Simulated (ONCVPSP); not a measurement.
# Before and after: ONCV potential for Li (Z = 3)

ONCVPSP 4.0.1 input, shortened (lines: element, Z, core and valence counts, functional; n l f; lmax; l rc ep ncon nbas qcut; lloc lpopt rc5 dvloc0; l nproj debl; icmod fcfact rcfact), PW91, scalar-relativistic:

```
  Li 3.00    0    3  -109134      upf
    1    0    2.00
    2    0    0.75
    2    1    0.25
    2
    0    1.10    0.00    3    6    9.30
    1    4.00    0.00    4    7    1.90
    2    3.75    0.23    4    8    2.60
    4    5    1.10    4.00
    0    2    3.10
    1    2    0.80
    2    2    1.20
    0    0.00    0.00
```

All-electron outer shells of the reference configuration (PW91, scalar-relativistic, ld1.x):

```json
{"shell": "1s", "level (eV)": "-52.44", "outermost node (bohr)": "–", "outermost maximum (bohr)": "0.36"}
{"shell": "2s", "level (eV)": "-3.03", "outermost node (bohr)": "0.83", "outermost maximum (bohr)": "3.12"}
{"shell": "2p", "level (eV)": "-1.24", "outermost node (bohr)": "–", "outermost maximum (bohr)": "3.86"}
```

Change: s: qcut 12.7; p: qcut 2.6; d: qcut 3.6.

Cutoffs: the cutoffs (Ha) at which the residual kinetic energy of the hardest occupied pseudo-wave falls to 1 and 0.1 mHa per electron; they do not see the model core or the augmentation charge, which bear on the density cutoff. Errors are all-electron minus pseudo energies relative to the spin-unpolarised reference configuration.

Task: Predict the effect on cutoff, ghosts and configuration errors.

Result: The potential gets harder (34 Ha and 40 Ha → 48 Ha and 58 Ha); the lowest positive-energy flag moves from d at 37.7 eV to none; of the 4 tests that both files solve, the error grows in 0 and shrinks in 4 by more than 15 % and 0.3 meV (median size 5.7 → 3.4 meV); the range in which the p phases agree narrows (upper end 3.4 → 1.6); the range in which the d phases agree widens (upper end 1.1 → 3.0); neither file shows a bound ghost.

```tsv
quantity	base	changed
cutoff, loose	34 Ha	48 Ha
cutoff, tight	40 Ha	58 Ha
loose cutoff by channel	s 34 Ha, p 1.5 Ha	s 48 Ha, p 1.7 Ha
bound ghosts	none	none
GHOST(+) flags under 300 eV	d at 37.7 eV	none
error for 1s2 2s1 2p0, meV [ΔE -0.45 eV]	-0.9	-0.6
error for 1s2 2s0 2p0, meV [ΔE 4.90 eV]	+8.7	+5.3
error for 1s2 2s0.5 2p0, meV [ΔE 1.61 eV]	+2.7	+1.6
error for 1s2 2s0 2p1, meV [ΔE 1.34 eV]	-10	-6.0
s: phases at 1.12 bohr within 0.05 rad from the reference energy up to (Ha; the scan ends near 5)	to the end of the scan	to the end of the scan
p: phases at 4.07 bohr within 0.05 rad from the reference energy up to (Ha; the scan ends near 5)	3.4	1.6
d: phases at 3.81 bohr within 0.05 rad from the reference energy up to (Ha; the scan ends near 5)	1.1	3.0
```
